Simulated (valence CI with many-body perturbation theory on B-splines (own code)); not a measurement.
## Sm¹²⁺: what each term of the Hamiltonian does

Computed by relativistic CI+MBPT: four valence electrons over a frozen Dirac-Fock core [Kr] 4d10, a basis of 8 s, 8 p, 9 d, 9 f, 6 g, 3 h, 2 i functions for each j, with the one-electron correlation potential Σ1 (screened to all orders), the two-electron term Σ2, the three-electron term Σ3, Breit, model QED; selected single and double excitations, second order for the rest, scaled by the run's own slope (own B-spline code, finite nucleus).

No measured spectrum was set against this ion. As an estimate, terms of the open shell hold to a few per cent of their energy, and close levels can change places; configurations with another count of f electrons can be misplaced by thousands of cm⁻¹. Core correlation moves these levels by up to 34000 cm⁻¹, and in measured spectra 5 to 20 % of such shifts remained as error; rates that hang on mixing are uncertain with them.

Each rung adds one term. CI alone is the Dirac-Coulomb CI over the frozen core; QED comes last and gives the full result, which names the levels. Energies are above 4f2 5s2 3H_4 on the same rung, in cm⁻¹.

Names give the largest LS component (configuration and term), which can be under half, so a name can repeat, a term be missing and a line seem to break the LS rules; names also repeat where a configuration has a term twice.

| Level | CI alone |
| --- | --- |
| 4f2 5s2 3H_5 | 4471 |
| 4f2 5s2 3F_2 | 8896 |
| 4f2 5s2 3H_6 | 8987 |
| 4f2 5s2 3F_3 | 11822 |
| 4f2 5s2 3F_4 | 11834 |
| 4f2 5s2 1G_4 | 17661 |
| 4f2 5s2 1D_2 | 31072 |
| 4f2 5s2 3P_0 | 38039 |
| 4f2 5s2 1I_6 | 39042 |
| 4f2 5s2 3P_1 | 39451 |
| 4f2 5s2 3P_2 | 41999 |
| 4f3 5s 5I°_4 | 111502 |
| 4f3 5s 5I°_5 | 113353 |
| 4f3 5s 5I°_6 | 115620 |
| 4f2 5s2 1S_0 | 81981 |
| 4f3 5s 5I°_7 | 118187 |

(1) What do these energies become with core correlation, Breit and QED?

(2) How does the ionisation energy move along the ladder, and which term matters most?

Answers

(1) 4f2 5s2 3H_5 4703 (+232); 4f2 5s2 3F_2 8637 (-259); 4f2 5s2 3H_6 9417 (+430); 4f2 5s2 3F_3 11811 (-11); 4f2 5s2 3F_4 12278 (+444); 4f2 5s2 1G_4 18540 (+879); 4f2 5s2 1D_2 29900 (-1172); 4f2 5s2 3P_0 36341 (-1698); 4f2 5s2 1I_6 37101 (-1941); 4f2 5s2 3P_1 37873 (-1578); 4f2 5s2 3P_2 40597 (-1402); 4f3 5s 5I°_4 76016 (-35486); 4f3 5s 5I°_5 78032 (-35322); 4f3 5s 5I°_6 80487 (-35133); 4f2 5s2 1S_0 83023 (+1042); 4f3 5s 5I°_7 83233 (-34954).

(2) CI alone 223.37, + Σ1 226.19, + Σ2 229.11, + Σ3 228.99, + Breit 229.08, + QED 229.11 eV. The largest step is Σ2, 2.92 eV, with Σ1 about as large (2.82). NIST lists 237 ± 12 eV (theoretical).
